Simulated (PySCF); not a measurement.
`F[C@@H]1C[CH2][Ge@@H]1[F]`, C3H6F2Ge

Geometry:
```
atom   x (Å)   y (Å)   z (Å)
  F1  -0.385   2.321   0.210
  C2  -0.513   1.066  -0.318
  C3  -0.822  -0.014   0.729
  C4  -0.035  -1.233   0.216
 Ge5   1.154   0.004  -0.845
  F6   2.526   0.473   0.158
  H7  -1.269   1.134  -1.104
  H8  -1.887  -0.201   0.855
  H9  -0.413   0.321   1.683
 H10  -0.642  -1.870  -0.424
 H11   0.402  -1.843   1.001
 H12   1.885  -0.159  -2.188
```

Method used: TDDFT CAM-B3LYP/def2-SVPD circular dichroism and optical rotation, one conformer, gas phase in PySCF. Geometry: GFN2-xTB.

The calculation is non-relativistic, which matters for the atoms heavier than Zn.

Q: Draw the ECD and absorption spectra from the lowest 16 states, each a Gaussian of half-width 0.35 eV at 1/e height.

A: 
```csv
E (eV),λ (nm),Δε (L mol⁻¹ cm⁻¹),ε (L mol⁻¹ cm⁻¹)
5.77,215,+0.40,24.1
5.87,211,+0.83,50.2
5.97,208,+1.47,89
6.07,204,+2.19,134
6.17,201,+2.73,174
6.27,198,+2.69,199
6.37,195,+1.67,215
6.47,192,-0.69,258
6.57,189,-4.69,395
6.67,186,-10.17,713
6.77,183,-16.00,1290
6.87,180,-19.84,2180
6.97,178,-18.85,3310
7.07,175,-11.24,4540
7.17,173,+2.28,5680
7.27,171,+18.28,6500
7.37,168,+31.95,6870
7.47,166,+39.25,6710
7.57,164,+38.64,6050
7.67,162,+31.44,5100
7.77,160,+20.71,4290
7.87,158,+9.59,4200
7.97,156,+0.24,5410
8.07,154,-6.20,8180
8.17,152,-9.42,12100
8.27,150,-9.88,16300
8.37,148,-8.99,19200
8.47,146,-8.79,20000
8.57,145,-10.96,18800
8.67,143,-15.63,16700
8.77,141,-20.62,14800
8.87,140,-22.17,14200
8.97,138,-17.07,14500
9.07,137,-5.37,15000
```
Δε uses R in velocity form, ε uses f in length form. Only the states computed contribute, so the short-wavelength end is incomplete.
